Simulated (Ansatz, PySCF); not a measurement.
Reaction (SMILES): FC(F)Cl [chloro(difluoro)methane] -> F[CH]F + Cl atom (the C-Cl bond at the site shown breaks; other sites are not compared here)
Geometries: B3LYP-D3(BJ)/def2-TZVP minima from Ansatz (a program for electronic structure).

Wanted: bond dissociation energy (enthalpy at 298 K, with B3LYP-D3(BJ) rigid-rotor harmonic-oscillator terms from PySCF), in kJ/mol. Cores are frozen in the correlated levels unless marked. UHF or UKS for open shells. No spin-orbit coupling. Non-relativistic. Basis-set limits of correlation are two-point, X^-3; Hartree-Fock from the larger set. The bracket is a focal-point correction in the basis named.

| level | program | bond dissociation energy (kJ/mol) |
|---|---|---|
| PBE/def2-TZVPD | Ansatz | 364.0 |
| r2SCAN/def2-TZVPD | Ansatz | 351.4 |
| B3LYP-D4/def2-TZVPD | Ansatz + dftd4 | 341.3 |
| B3LYP/def2-TZVPD | Ansatz | 334.1 |
| PBE0-D3(BJ)/def2-TZVP | Ansatz + dftd3 | … |
| PBE0-D4/def2-TZVPD | Ansatz + dftd4 | 357.3 |
| TPSSh-D4/def2-TZVPD | PySCF + dftd4 | … |
| LC-wPBE-D4/def2-TZVPD | Ansatz + dftd4 | … |
| B2GP-PLYP/def2-TZVPD | Ansatz | … |
| B2PLYP-D4/def2-TZVPD | Ansatz + dftd4 | 347.5 |
| PBE-QIDH/def2-TZVPD | Ansatz | 358.5 |
| CCSD/STO-3G | Ansatz | 280.5 |
| CCSD/6-31G* | Ansatz | 323.0 |
| RI-MP2/CBS(aug-cc-pV(T+d)Z,aug-cc-pV(Q+d)Z)+[CCSD(T)-MP2]/aug-cc-pV(T+d)Z | Ansatz | 366.6 |

**Question.** Fill in the missing entries.

**Answer.** 
- PBE0-D3(BJ)/def2-TZVP, bond dissociation energy (kJ/mol): 358.0
- TPSSh-D4/def2-TZVPD, bond dissociation energy (kJ/mol): 345.4
- LC-wPBE-D4/def2-TZVPD, bond dissociation energy (kJ/mol): 345.8
- B2GP-PLYP/def2-TZVPD, bond dissociation energy (kJ/mol): 347.1
